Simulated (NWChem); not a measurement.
System: C2H5BO2; SMILES O=CB(O)C

NWChem printed, in part:

```
             Northwest Computational Chemistry Package (NWChem) 7.3.0
             --------------------------------------------------------

 C1  symmetry detected

                             Geometry "geometry" -> ""
                             -------------------------

 Output coordinates in angstroms (scale by  1.889725989 to convert to a.u.)

  No.       Tag          Charge          X              Y              Z
 ---- ---------------- ---------- -------------- -------------- --------------
    1 C                    6.0000    -0.61419790    -1.88996887    -0.00039908
    2 B                    5.0000     0.06177265    -0.48300909     0.00022225
    3 O                    8.0000     1.39182484    -0.30442297     0.00025499
    4 C                    6.0000    -0.73759884     0.93469744     0.00074077
    5 O                    8.0000    -0.07506564     1.95323518    -0.00069837
    6 H                    1.0000    -1.27029217    -2.00007939    -0.88159160
    7 H                    1.0000    -1.27699612    -1.99791876     0.87601049
    8 H                    1.0000     0.11085452    -2.71562695     0.00328319
    9 H                    1.0000     1.56096992     0.65712426     0.00010777
   10 H                    1.0000    -1.85669249     1.01267716     0.00257575

 Effective nuclear repulsion energy (a.u.)     153.7788764010

                                 NWChem DFT Module
                                 -----------------

 Summary of "ao basis" -> "ao basis" (spherical)
 ------------------------------------------------------------------------------
       Tag                 Description            Shells   Functions and Types
 ---------------- ------------------------------  ------  ---------------------
 C                         def2-tzvp                11       31   5s3p2d1f
 B                         def2-tzvp                11       31   5s3p2d1f
 O                         def2-tzvp                11       31   5s3p2d1f
 H                         def2-tzvp                 4        6   3s1p

            General Information
            -------------------
          SCF calculation type: DFT
          Wavefunction type:  closed shell.
          No. of atoms     :    10
          No. of electrons :    38
           Alpha electrons :    19
            Beta electrons :    19
          Charge           :     0
          Spin multiplicity:     1
          Use of symmetry is: off; symmetry adaption is: off
          Maximum number of iterations: 150
          AO basis - number of functions:   185
                     number of shells:    75
          Convergence on energy requested:  1.00D-06
          Convergence on density requested:  1.00D-05
          Convergence on gradient requested:  5.00D-04

              XC Information
              --------------
                         B3LYP Method XC Potential
                     Hartree-Fock (Exact) Exchange  0.200
                        Slater Exchange Functional  0.800 local
                    Becke 1988 Exchange Functional  0.720 non-local
              Lee-Yang-Parr Correlation Functional  0.810
                  VWN I RPA Correlation Functional  0.190 local

             Grid Information
             ----------------
          Grid used for XC integration:  medium
          Radial quadrature: Mura-Knowles
          Angular quadrature: Lebedev.
          Tag              B.-S. Rad. Rad. Pts. Rad. Cut. Ang. Pts.
          ---              ---------- --------- --------- ---------
          C                   0.70       49          11.0       434
          B                   0.85       49           9.0       434
          O                   0.60       49          12.0       434
          H                   0.35       45          11.0       434
          Grid pruning is: on
          Number of quadrature shells:   470
          Spatial weights used:  Erf1

      Superposition of Atomic Density Guess
      -------------------------------------

 Sum of atomic energies:        -251.94502975

      Non-variational initial energy
      ------------------------------

 Total energy =    -254.293434
 1-e energy   =    -646.602190
 2-e energy   =     238.529879
 HOMO         =      -0.286422
 LUMO         =      -0.094394

------------------------------------------------------------
EAF file 0: "./job.aoints.0" size=458752000 bytes
------------------------------------------------------------
               write      read    awrite     aread      wait
               -----      ----    ------     -----      ----
     calls:      875         0         0         0         0
   data(b): 4.59e+08  0.00e+00  0.00e+00  0.00e+00
   time(s): 0.00e+00  0.00e+00  0.00e+00  0.00e+00  0.00e+00
rate(mb/s): 0.00e+00  0.00e+00
------------------------------------------------------------

     ---------------------------------------------
      Total Density - Mulliken Population Analysis
     ---------------------------------------------

    Atom       Charge   Shell Charges
 -----------   ------   -------------------------------------------------------
    1 C    6     6.72   0.86  1.12  0.56  0.69  0.12  1.32  1.53  0.50  0.01  0.01  0.00
    2 B    5     4.44   0.92  1.06  0.55  0.45  0.05  0.77  0.44  0.04  0.07  0.07  0.03
    3 O    8     8.69   0.79  1.18  0.60  0.93  0.25  2.01  2.15  0.77  0.00  0.02  0.00
    4 C    6     5.57   0.86  1.12  0.56  0.66  0.13  0.96  0.96  0.20  0.03  0.07  0.01
    5 O    8     8.70   0.79  1.18  0.61  0.96  0.30  1.98  2.07  0.77  0.00  0.02  0.00
    6 H    1     0.80   0.23  0.42  0.12  0.02
    7 H    1     0.80   0.23  0.42  0.12  0.02
    8 H    1     0.82   0.24  0.43  0.13  0.02
    9 H    1     0.56   0.19  0.26  0.06  0.04
   10 H    1     0.91   0.24  0.47  0.18  0.02

[...]
```

Level: B3LYP/def2-TZVP. All runs use the structure optimised with PBE0/def2-SVP.

**Question.** Write an input that gives this output.

**Answer.** Several could match; the one computed here: the input that was run:
```
start job
memory heap 200 mb stack 900 mb global 1100 mb
geometry units angstroms noautoz
  C     -0.683091    -1.871096     0.001949
  B      0.058762    -0.497733     0.001191
  O      1.395780    -0.382346     0.000450
  C     -0.672562     0.956245     0.001032
  O      0.037470     1.942257    -0.001489
  H     -1.344119    -1.950646    -0.878845
  H     -1.349806    -1.946895     0.878758
  H      0.002042    -2.730167     0.005901
  H      1.610279     0.570110    -0.000499
  H     -1.786705     1.087145     0.003347
end
basis spherical
  * library def2-tzvp
end
dft
  xc b3lyp
  iterations 150
  semidirect filesize 400000000
  mulliken
end
task dft energy
```
